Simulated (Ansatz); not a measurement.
The cluster Na₄H₅⁻ was relaxed with PBE-D4 (def2-SVPD) in Ansatz in these states: charge -1 quintet, charge -1 singlet, charge -1 triplet. The geometries follow in no particular order.

A:

Cartesian coordinates in Å:
```
Na -1.0465 -1.7759 -0.7993
Na 1.2466 -1.3081 1.2720
Na 1.1206 1.7627 0.7173
Na -1.1607 1.2930 -1.3626
H 0.5787 -0.0891 -0.6149
H -0.3062 3.0451 -0.3498
H -0.0656 -2.9850 0.7444
H 2.0618 0.4890 2.2370
H -2.4288 -0.4317 -1.8441
```

B:

```tsv
atom	x (Å)	y (Å)	z (Å)
Na1	2.562	1.793	-6.188
Na2	0.760	1.297	-2.219
Na3	-0.798	0.505	1.425
Na4	-1.988	-1.695	4.952
H5	-0.091	-2.331	1.299
H6	-1.522	-0.107	3.222
H7	1.592	1.529	-4.042
H8	-0.061	1.072	-0.377
H9	-0.454	-2.062	1.928
```

C:

Cartesian coordinates in Å:
```
Na -1.6111 2.3554 -1.3429
Na -2.4458 -0.5111 1.9021
Na 1.5992 1.0802 1.3239
Na -0.0752 -1.7195 -1.5853
H 0.4790 -1.9982 1.6464
H 1.6931 0.8582 -1.7994
H -0.6881 0.3171 0.0911
H 0.1532 -1.3149 1.1776
H 0.8958 0.9328 -1.4134
```

Task: Judge from the bond lengths which geometry belongs to which state (an estimate).

Result: A is the charge -1 singlet (Na1–Na4 3.122 Å, Na1–H9 2.193 Å, Na1–H5 2.350 Å); B is the charge -1 triplet (Na1–Na4 12.528 Å, Na1–H9 9.477 Å, Na1–H5 8.950 Å); C is the charge -1 quintet (Na1–Na4 4.362 Å, Na1–H9 2.883 Å, Na1–H5 5.680 Å).

At PBE-D4/def2-SVPD the highest occupied level of the charge -1 triplet lies above zero (up to 0.12 eV). The electron is either unbound and held by the finite basis, or the level is raised by self-interaction error. At PBE-D4/def2-SVPD the highest occupied level of the charge -1 quintet lies above zero (up to 0.06 eV). In the triplet, H5 and H9 lie 0.77 Å apart (atoms count from 1), so H2 has formed as a molecule. In the quintet, H6 and H9 lie 0.89 Å apart, H5 and H8 lie 0.89 Å apart (atoms count from 1), so H2 has formed as a molecule. The charge -1 quintet has come apart into loosely held pieces.
